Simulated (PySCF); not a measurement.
HCl₂OZr (SMILES [OH][Zr]([Cl])[Cl]), doublet, geometry from GFN2-xTB (such geometries of metal compounds can be far from the true shape) (the multiplicity is a formal guess) (core potentials on Zr); DF-CAMB3LYP/def2-TZVP (PySCF).

Here is a job for PySCF.
```python
from pyscf import gto, scf, dft

mol = gto.M(
    atom='''
Zr    0.273208   -0.104916    0.185672
Cl   -1.688305   -1.183298   -0.074599
Cl    0.091858    1.796357   -1.010345
O     1.717358   -0.659491    1.167115
H     2.472427   -0.949448    1.680260
''',
    basis='def2-tzvp',
    ecp={'Zr': 'def2-tzvp'},
    charge=0,
    spin=1,
    verbose=4,
)

mf = dft.UKS(mol)
mf.xc = 'camb3lyp'
mf = mf.density_fit(auxbasis='def2-universal-jkfit')
mf.kernel()
```

The log (banner, timings and long lists left out):

```
PySCF version 2.14.0

[INPUT] verbose = 4
[INPUT] num. atoms = 5
[INPUT] num. electrons = 55
[INPUT] charge = 0
[INPUT] spin (= nelec alpha-beta = 2S) = 1
[INPUT] symmetry False subgroup None
[INPUT] Mole.unit = angstrom
[INPUT] Symbol           X                Y                Z      unit          X                Y                Z       unit  Magmom
[INPUT]  1 Zr     0.273208000000  -0.104916000000   0.185672000000 AA    0.516288295040  -0.198262506085   0.350869229000 Bohr   0.0
[INPUT]  2 Cl    -1.688305000000  -1.183298000000  -0.074599000000 AA   -3.190434064734  -2.236109143746  -0.140971679166 Bohr   0.0
[INPUT]  3 Cl     0.091858000000   1.796357000000  -1.010345000000 AA    0.173586462350   3.394622751945  -1.909275341324 Bohr   0.0
[INPUT]  4 O      1.717358000000  -0.659491000000   1.167115000000 AA    3.245336277831  -1.246257371616   2.205527705872 Bohr   0.0
[INPUT]  5 H      2.472427000000  -0.949448000000   1.680260000000 AA    4.672209892980  -1.794196689516   3.175231218062 Bohr   0.0

nuclear repulsion = 216.053944317929
number of shells = 55
number of NR pGTOs = 240
number of NR cGTOs = 151
basis = def2-tzvp
ecp = {'Zr': 'def2-tzvp'}

******** <class 'pyscf.df.df_jk.DFUKS'> ********
method = DFUKS
initial guess = minao
damping factor = 0
level_shift factor = 0
DIIS = <class 'pyscf.scf.diis.CDIIS'>
diis_start_cycle = 1
diis_space = 8
diis_damp = 0
SCF conv_tol = 1e-09
SCF conv_tol_grad = None
SCF max_cycles = 50
direct_scf = False
number electrons alpha = 28  beta = 27
XC library pyscf.dft.libxc version 7.1.2
    S. Lehtola, C. Steigemann, M. J. T. Oliveira, and M. A. L. Marques,  SoftwareX 7, 1–5 (2018)
XC functionals = camb3lyp
    T. Yanai, D. P. Tew, and N. C. Handy,  Chem. Phys. Lett. 393, 51 (2004)
radial grids:
    Treutler-Ahlrichs [JCP 102, 346 (1995); DOI:10.1063/1.469408] (M4) radial grids

becke partition: Becke, JCP 88, 2547 (1988); DOI:10.1063/1.454033
pruning grids: <function nwchem_prune>
grids dens level: 3
symmetrized grids: False
atomic radii adjust function: <function treutler_atomic_radii_adjust>
small_rho_cutoff = 0
Set gradient conv threshold to 3.16228e-05
tot grids = 84040
******** <class 'pyscf.df.df.DF'> ********
auxbasis = def2-universal-jkfit
Create RSH-DF object <pyscf.df.df.DF object> for omega=0.33
******** <class 'pyscf.df.df.DF'> ********
auxbasis = auxmol.basis = def2-universal-jkfit
init E= -1038.17214041112

cycle= 1 E= -1043.15615802442  delta_E= -4.98  |g|= 0.847  |ddm|= 3.23
cycle= 2 E= -1043.07118255976  delta_E= 0.085  |g|= 0.962  |ddm|= 1.63
cycle= 3 E= -1043.48935437667  delta_E= -0.418  |g|= 0.132  |ddm|= 0.943
cycle= 4 E= -1043.49356156265  delta_E= -0.00421  |g|= 0.0782  |ddm|= 0.15
cycle= 5 E= -1043.49597517106  delta_E= -0.00241  |g|= 0.0194  |ddm|= 0.0539
cycle= 6 E= -1043.49614727421  delta_E= -0.000172  |g|= 0.00277  |ddm|= 0.0241
cycle= 7 E= -1043.49616305792  delta_E= -1.58e-05  |g|= 0.0012  |ddm|= 0.0121
cycle= 8 E= -1043.49616716085  delta_E= -4.1e-06  |g|= 0.000494  |ddm|= 0.00697
cycle= 9 E= -1043.49616762848  delta_E= -4.68e-07  |g|= 0.000178  |ddm|= 0.00185
cycle= 10 E= -1043.49616770108  delta_E= -7.26e-08  |g|= 6.02e-05  |ddm|= 0.000694
cycle= 11 E= -1043.49616772056  delta_E= -1.95e-08  |g|= 3.46e-05  |ddm|= 0.000371
cycle= 12 E= -1043.49616772786  delta_E= -7.29e-09  |g|= 1.54e-05  |ddm|= 0.000254
cycle= 13 E= -1043.49616772915  delta_E= -1.29e-09  |g|= 7.42e-06  |ddm|= 0.000113
cycle= 14 E= -1043.49616772923  delta_E= -8.73e-11  |g|= 5.02e-06  |ddm|= 2.5e-05
Extra cycle  E= -1043.49616772923  delta_E= 2.96e-12  |g|= 7.36e-06  |ddm|= 7.33e-06
converged SCF energy = -1043.49616772923  <S^2> = 0.75157936  2S+1 = 2.0015787
```
